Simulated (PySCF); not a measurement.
# B: excitation energy

B [He] 2s2 2p1 (2P) → B [He] 2s2 3d1 (2D), as a difference of total energies. All numbers are calculated (PySCF 2.14, the spin-free X2C one-electron Hamiltonian (Gaussian nucleus), in x2c-TZVPPall with one added diffuse shell each of s, p, d type (6s4p3d1f, 40 functions)). Correlated levels: valence and next inner shell: nothing frozen. The calculations carry no spin-orbit coupling.

```csv
method,excitation energy (eV)
UHF,7.908
MP2 (valence and next inner shell),8.014
SCS-MP2 (valence and next inner shell),7.989
CCSD (valence and next inner shell),8.237
CCSD(T) (valence and next inner shell),8.158
```

Errors of the correlated levels include the incompleteness of this basis.

Every method misses the reference by a wide margin, which points to the basis or the choice of state and not to the methods.

The promoted electron is Rydberg-like, and one or two diffuse shells describe it only roughly, which tends to raise the upper state.

The coupled-cluster amplitudes are large for the upper state (T1 above 0.03 or a double amplitude above 0.15), so a single reference is strained.

Q: Which method comes closest to the reference value, and which is furthest?

A: The reference is 6.789 eV (measured; NIST levels, between the centres of gravity of the two terms). Closest: UHF (error 1.119 eV); furthest: CCSD (valence and next inner shell) (error 1.448 eV).
